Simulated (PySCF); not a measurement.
C4H12Si2, SMILES [SiH3]/C=C/[SiH2]CC.

The structure is a stationary point at B3LYP-D3(BJ)/def2-SVP. The structure was generated by enumeration; whether it is a known compound was not checked. The values are those of a single conformer.

All values below come from TDA-ωB97X/def2-SVPD in PySCF.

Vertical excitations. Gas-phase values at a fixed geometry.

Question: List the lowest excited states. (Estimate from the structure and the level; the computed values follow.)

Answer: 
```csv
state,energy (eV),λ (nm),f,main pairs
S1,5.94,209,0.000,HOMO−1→LUMO 85 %
S2,7.02,177,0.862,HOMO→LUMO 88 %
S3,7.69,161,0.006,"HOMO→LUMO+1 69 %, HOMO→LUMO+3 11 %"
S4,7.98,155,0.035,"HOMO−2→LUMO 56 %, HOMO−3→LUMO 19 %"
S5,8.22,151,0.009,"HOMO−1→LUMO+1 33 %, HOMO−3→LUMO 26 %, HOMO→LUMO+2 12 %"
S6,8.25,150,0.004,"HOMO−4→LUMO 65 %, HOMO−9→LUMO 14 %"
T1,4.09,303,0,HOMO→LUMO 72 %
T2,5.32,233,0,HOMO−1→LUMO 85 %
```
Triplets are in the Tamm–Dancoff approximation.
